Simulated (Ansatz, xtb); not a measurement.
Ligand exchange: CH4O + SnH3(NH2) → H3NO + SnH3(CH3)

Species: CH4O (methanol) `CO`, singlet; SnH3(NH2), singlet; H3NO (hydroxylamine) `NO`, singlet; SnH3(CH3), singlet. The partners trade CH3 for NH2: O–CH3 and Sn–NH2 bonds give way to O–NH2 and Sn–CH3.

Shapes, held fixed at every level: PBE0-D4/def2-TZVP. Flexible molecules stand in one conformer, not always the lowest. Programs: Ansatz 0.2.0, xtb 6.7.1. The zero-point and thermal change to 298 K, harmonic and unscaled (PBE0-D4/def2-TZVP), is 0.0 kJ/mol.

Question: Estimate ΔH(298 K) of this reaction.

Answer: The highest level, CCSD(T)/def2-TZVPP, gives ΔH(298 K) = +138.9 kJ/mol; the levels span +34.8 to +155.7. GFN0-xTB strays far from the other rows. The column of differences is taken from that level and isn't an error. No measured value is set beside it here. For atoms past krypton def2 sets carry core potentials with scalar relativity. Outer-core shells of Sn are correlated, in sets that cover them unevenly. Times are processor times on shared x86 and Arm servers, and rough.

```
                level                    kind  ΔH(298 K) (kJ/mol)  less CCSD(T)/def2-TZVPP  CPU time (sum over the molecules)
             GFN0-xTB          semi-empirical               +34.8                   -104.1                             0.14 s
        HF/def2-TZVPP            Hartree–Fock              +155.7                    +16.8                                  –
     SPW92/def2-TZVPP                     LDA              +130.4                     -8.5                              4.8 s
  B3LYP-D4/def2-TZVPP           global hybrid              +137.4                     -1.5                               12 s
r2SCAN0-D4/def2-TZVPP           global hybrid              +140.6                     +1.7                               16 s
   wB97M-V/def2-TZVPP  range-separated hybrid              +136.3                     -2.6                               37 s
        CCSD/def2-SVP   coupled cluster or CI              +135.0                     -3.9                                  –
   CCSD(T)/def2-TZVPP   coupled cluster or CI              +138.9                      0.0                            1.7 min
```
